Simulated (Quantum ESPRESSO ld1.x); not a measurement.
The numbers below are computed, except where a source is named.
Q: The mean radii <r> (bohr) of the occupied orbitals of an atom or ion are listed with their occupations. Level of theory: scalar-relativistic Kohn-Sham, LDA (Slater exchange, Perdew-Zunger correlation), spin-polarised, spherical densities, point nucleus (ld1.x of Quantum ESPRESSO 7.5).

| orbital | occ. | <r> |
|---|---|---|
| 1s up | 1 | 0.08594 |
| 1s down | 1 | 0.08593 |
| 2s up | 1 | 0.4144 |
| 2s down | 1 | 0.4140 |
| 2p up | 3 | 0.3756 |
| 2p down | 3 | 0.3752 |
| 3s up | 1 | 1.252 |
| 3s down | 1 | 1.259 |
| 3p up | 2 | 1.329 |
| 7s up | 1 | 12.44 |

Name the element and its charge. Open shells, if any, are filled with parallel spins first.

A: Z = 18, argon, charge +3: Ar3+ in [Ne] 3s2 3p2 7s1. The 1s radius gives Z: for a bare nucleus <r> = (2 gamma + 1)/(2Z) with gamma = sqrt(1 - (Z/c)^2), 0.08285 bohr for Z = 18, and screening makes it slightly larger (0.08594 here). The occupations add up to 15, and the charge is Z minus that.
